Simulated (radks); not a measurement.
The numbers below are computed, except where a source is named.
Q: Level of theory: non-relativistic Kohn-Sham, LDA (Slater exchange, Perdew-Wang correlation), spin-polarised, spherical densities, point nucleus; open shells are filled with parallel spins first (spin-orbit coupling, left out, can overturn this in heavy ions) (a radial shooting solver on a logarithmic mesh with Libxc functionals). Response by self-consistent Sternheimer equations with the Hartree and adiabatic LDA kernel. For heavy and open-shell atoms this level of theory can miss by tens of per cent. Rank Kr, Br2+, B+, Ni, Nb3+ (NIST ground configurations) by static dipole polarisability, largest first.

A: Ni 46.26, Kr 18.04, B+ 10.78, Br2+ 8.369, Nb3+ 5.834 bohr^3.
